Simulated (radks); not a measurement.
The numbers below are computed, except where a source is named.
Mean orbital radii <r> (bohr) of neutral rhodium, [Kr] 4d8 5s1, at several levels of relativity; Dirac values are averaged over j with weights 2j + 1. Spin-unpolarised spherical Kohn-Sham, PBE, point nucleus unless stated (finite: rms radius 4.4945 fm), a radial shooting solver on a logarithmic mesh with Libxc functionals. A level marked "c x" has the speed of light scaled by that factor and shares open shells by 2j + 1; other Dirac levels either fill j = l - 1/2 first or share by 2j + 1.

| shell | non-rel. | scalar-rel., finite nucleus | Dirac, 2j+1 shares, finite nucleus | Dirac, c x 0.85 | change of magnitude, last against first (%) |
|---|---|---|---|---|---|
| 1s | 0.03385 | 0.03263 | 0.03263 | 0.03214 | -5.06 |
| 2s | 0.1473 | 0.1419 | 0.1416 | 0.1393 | -5.40 |
| 2p | 0.1260 | 0.1237 | 0.1235 | 0.1226 | -2.66 |
| 3s | 0.4030 | 0.3907 | 0.3904 | 0.3854 | -4.37 |
| 3p | 0.3959 | 0.3905 | 0.3902 | 0.3880 | -1.99 |
| 3d | 0.3700 | 0.3704 | 0.3704 | 0.3707 | +0.19 |
| 4s | 1.010 | 0.9803 | 0.9804 | 0.9686 | -4.11 |
| 4p | 1.095 | 1.082 | 1.082 | 1.077 | -1.66 |
| 4d | 1.570 | 1.592 | 1.593 | 1.602 | +1.98 |
| 5s | 3.463 | 3.306 | 3.307 | 3.245 | -6.31 |
